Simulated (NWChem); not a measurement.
**Ionisation of Bi**

```
Bi
```
Charge 0, spin multiplicity 4.

Everything below was run with NWChem.

Basis set: def2-TZVPD. −ε marks an orbital energy of the parent.

Effective core potentials replace the inner electrons of Bi; spin-orbit coupling is left out. B3LYP has NWChem's definition, with VWN1-RPA local correlation. The stability of the SCF solutions was not checked. Open-shell Hartree-Fock references start from PBE0 orbitals.

For the first vertical ionisation energy, −ε(alpha HOMO) of PBE gives 5.18 eV and −ε(alpha HOMO) of B3LYP gives 5.86 eV. What do −ε(alpha HOMO) of r2SCAN, −ε(alpha HOMO) of M06-2X, −ε(alpha HOMO) of HF give?

−ε(alpha HOMO) of r2SCAN: 5.55 eV; −ε(alpha HOMO) of M06-2X: 7.26 eV; −ε(alpha HOMO) of HF: 8.68 eV.
